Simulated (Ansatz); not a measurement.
Start from `O[CH]1[NH][GeH2]1` and change one atom or group to get `[SiH3][CH]1[NH][GeH2]1`.

Ansatz, PBE0-D4/def2-TZVP geometries, multiplicity 1. Each molecule was computed in one conformer, which needn't be the lowest.

Scalar relativity is left out up to krypton.

```json
{"property": "HOMO–LUMO gap (ωB97M-V/def2-TZVPP) / eV", "`O[CH]1[NH][GeH2]1`": "9.18"}
{"property": "HOMO energy (PBE/def2-TZVPP) / eV", "`O[CH]1[NH][GeH2]1`": "-5.11"}
{"property": "HOMO energy (ωB97M-V/def2-TZVPP) / eV", "`O[CH]1[NH][GeH2]1`": "-8.09"}
{"property": "LUMO energy (PBE/def2-TZVPP) / eV", "`O[CH]1[NH][GeH2]1`": "-1.85"}
{"property": "LUMO energy (ωB97M-V/def2-TZVPP) / eV", "`O[CH]1[NH][GeH2]1`": "1.09"}
{"property": "HOMO–LUMO gap (B3LYP/def2-TZVPP) / eV", "`O[CH]1[NH][GeH2]1`": "4.75"}
```

Q: What does the change do to each property? (An estimate is asked.)

A: The calculation gave: 
```tsv
property	`[SiH3][CH]1[NH][GeH2]1`	shift
HOMO–LUMO gap (ωB97M-V/def2-TZVPP) / eV	10.04	0.86
HOMO energy (PBE/def2-TZVPP) / eV	-5.32	-0.21
HOMO energy (ωB97M-V/def2-TZVPP) / eV	-8.59	-0.50
LUMO energy (PBE/def2-TZVPP) / eV	-1.15	0.70
LUMO energy (ωB97M-V/def2-TZVPP) / eV	1.45	0.36
HOMO–LUMO gap (B3LYP/def2-TZVPP) / eV	5.67	0.92
```

With PBE0 the HOMO falls by 0.39 eV and the LUMO rises by 0.59 eV, so the gap widens by about 0.98 eV. PBE moves the HOMO by -0.21 eV and ωB97M-V by -0.50 eV.

B3LYP here is the variant with VWN-RPA as its local correlation; programs differ in this.
